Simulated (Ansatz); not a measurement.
Cost and result for the atomization energy of CH6ClGeN (`[NH2][GeH2][CH2]Cl`) (10 atoms, 9 bonds).

Z-matrix (Å, degrees):
```
Ge
C 1 1.976
N 1 1.834 2 112.9
H 1 1.540 2 108.7 3 -119.2
H 1 1.535 2 107.8 3 119.0
Cl 2 1.784 1 109.5 3 -54.7
H 2 1.090 1 111.9 3 -173.8
H 2 1.090 1 111.5 3 64.1
H 3 1.011 1 113.3 2 55.8
H 3 1.011 1 114.2 2 -69.1
```

The species carries charge 0 and has multiplicity 1. Correlated methods include outer-core shells of Ge, which these sets cover unevenly. Scalar relativity is left out up to krypton. All single points use the PBE0-D4/def2-TZVP geometry. It is one conformer, not always the lowest. Program: Ansatz. All runs use 4 threads of an Arm Neoverse V1 on a shared host. Times are those of one run each, without the atoms' runs, and a repeat can differ threefold. Electronic energies, without spin–orbit coupling; frozen cores. CCSD(T)/CBS adds CCSD(T) − MP2 in def2-TZVPP to the MP2 limit, and its time is that of the two runs behind it. T1 = 0.010. With those shells the extrapolation isn't a true limit. B3LYP takes the VWN-RPA correlation (the form of Gaussian; ORCA's B3LYP/G).

CCSD(T)/CBS is a level of theory with its own doubt, some kJ/mol a heavy atom from the limit and from the frozen cores, so smaller differences don't rank the functionals.

```
                             level  functions  wall time  atomization (kJ/mol)  difference from CCSD(T)/CBS  per bond
   PBE-D4/def2-TZVPP (with forces)        236      2.5 s                3211.6                         29.5       3.3
                PBE0-D4/def2-TZVPP        236      3.2 s                3162.6                        -19.5      -2.2
 B3LYP-D4/def2-TZVPP (with forces)        236      4.8 s                3160.7                        -21.4      -2.4
r2SCAN-D4/def2-TZVPP (with forces)        236      5.5 s                3165.2                        -16.9      -1.9
                 B2PLYP/def2-TZVPP        236      5.5 s                3127.5                        -54.6      -6.1
                ωB97X-V/def2-TZVPP        236      7.5 s                3189.5                          7.4       0.8
  ωB97M-V/def2-TZVPP (with forces)        236       11 s                3172.7                         -9.4      -1.0
                    MP2/def2-QZVPP        453       22 s                3169.8                        -12.3      -1.4
                CCSD(T)/def2-TZVPP        236    2.6 min                3098.7                        -83.4      -9.3
                 CCSD(T)/CBS(def2)          –      3 min                3182.1                          0.0       0.0
```

The D4 term adds +33.1 kJ/mol with B3LYP and +17.3 kJ/mol with PBE0; it sums over pairs of atoms, weighted by their polarisabilities, and B3LYP, whose exchange is more repulsive, gets the larger term. From PBE to PBE0 (25 % exact exchange), in def2-TZVPP and without D4, the atomization energy moves by −45.9 kJ/mol: exact exchange takes away binding that semilocal exchange gives to molecules. In def2-TZVPP, CCSD(T) changes the Hartree–Fock value by +877.0 kJ/mol (the triples alone add +48.5 kJ/mol) and MP2 by +899.3 kJ/mol; breaking electron pairs costs correlation energy, which Hartree–Fock lacks.
